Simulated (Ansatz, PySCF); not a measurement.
Reaction (SMILES): [C-]#[N+]C → [C-]#[N+][CH2-] + H+
Each molecule is optimised on its own at B3LYP-D3(BJ)/def2-TZVP (Ansatz, a first-principles code).
Geometry of the first species:
```xyz
6

C     -1.1048     0.0069    -0.0265
N      0.3127    -0.0019     0.0075
C      1.4768    -0.0092     0.0354
H     -1.4600    -0.6890    -0.7861
H     -1.4990    -0.2921     0.9445
H     -1.4620     1.0085    -0.2642
```
Charge 0, spin multiplicity 1.

Quantity: gas-phase deprotonation energy (0 K, with B3LYP-D3(BJ) harmonic zero-point energies from PySCF), in eV. Correlated levels leave the core frozen unless marked. Spin-orbit coupling is left out. No relativistic terms. Anions need diffuse functions: aug- sets have them; def2-D sets add few; the other sets have none. CBS(X,Y): correlation extrapolated as X^-3; Hartree-Fock from the larger set. The bracket is a focal-point correction in the basis named.

RI-MP2/CBS(aug-cc-pVTZ,aug-cc-pVQZ)+[CCSD(T)-MP2]/aug-cc-pVTZ (Ansatz) gives 16.57 eV.

Question: Another calculation gave 16.32 eV. Which level was it?
A. wB97X-V/def2-TZVPD (Ansatz)
B. BLYP/def2-TZVPD (Ansatz)
C. SVWN5/def2-TZVPD (Ansatz)
D. r2SCANh/def2-TZVPD (Ansatz)

Answer: B, BLYP/def2-TZVPD (Ansatz). The others give 16.51 (r2SCANh), 15.93 (SVWN5), 16.69 (wB97X-V) eV.
